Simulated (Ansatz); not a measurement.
Gas-phase electronic energies from Ansatz, PBE0-D4/def2-TZVP geometries. CCSD(T)/CBS is the MP2 limit (def2-TZVPP, def2-QZVPP) plus CCSD(T) − MP2 in def2-TZVPP, frozen cores. This one scheme is used for every species. Functionals use def2-TZVPP. def2 core potentials past Kr. For W outer-core shells are correlated without core-valence functions, which leaves a few kJ/mol of doubt a bond. Each species was taken in one conformer, which may not be the lowest.

Consider the formal hydrolysis of a W–Cl bond: `[CH3][W](=[NH])(=[NH])[Cl]` + H₂O → `[CH3][W](=[NH])(=[NH])[OH]` + HCl.

`[CH3][W](=[NH])(=[NH])[Cl]`:

```xyz
10

C    -1.297    0.769    0.123
W     0.390   -0.488    0.297
N     0.373   -1.390   -1.194
N     1.721    0.636    0.359
Cl    0.295   -1.841    2.146
H    -1.258    1.416   -0.755
H    -2.192    0.143    0.053
H    -1.356    1.399    1.016
H     0.745   -1.700   -2.078
H     2.579    1.055    0.034
```

H₂O:

```xyz
3

O     0.019    0.389   -0.007
H     0.751   -0.231    0.008
H    -0.770   -0.158   -0.001
```

`[CH3][W](=[NH])(=[NH])[OH]`:

Z-matrix (Å, degrees):
```
C
W 1 2.122
H 1 1.094 2 109.3
H 1 1.091 2 111.5 3 -119.8
H 1 1.094 2 109.7 3 120.1
N 2 1.751 1 103.8 3 -180.0
N 2 1.749 1 103.8 3 60.9
O 2 1.902 1 110.2 3 -59.1
H 6 1.008 2 153.9 1 -115.1
H 7 1.007 2 158.5 1 120.6
H 8 0.959 2 122.7 1 -106.5
```

HCl:

Z-matrix (Å, degrees):
```
Cl
H 1 1.279
```

CCSD(T)/CBS gives +10.0 kcal/mol.

Another level gave +7.7 kcal/mol. Which?
A. MP2/def2-TZVPP
B. r2SCAN0/def2-TZVPP
C. HF/def2-TZVPP
D. CAM-B3LYP/def2-TZVPP

C. HF/def2-TZVPP 7.7, r2SCAN0 9.1, CAM-B3LYP 6.2, MP2/def2-TZVPP 12.9 kcal/mol.

Largest T1 diagnostic among the species: 0.020, so the coupled-cluster value is less sure than usual.

In def2-TZVPP, CCSD(T) changes the Hartree–Fock value by +1.2 kcal/mol (the triples alone add +0.6 kcal/mol) and MP2 by +5.2 kcal/mol. Leaving LDA and LC-ωPBE aside and taking each functional with its dispersion term where it has one, the values, not all of them listed here, spread over 4.1 kcal/mol, from CAM-B3LYP-D4 to PBE-QIDH. LDA lies −0.9 kcal/mol from PBE without D4.
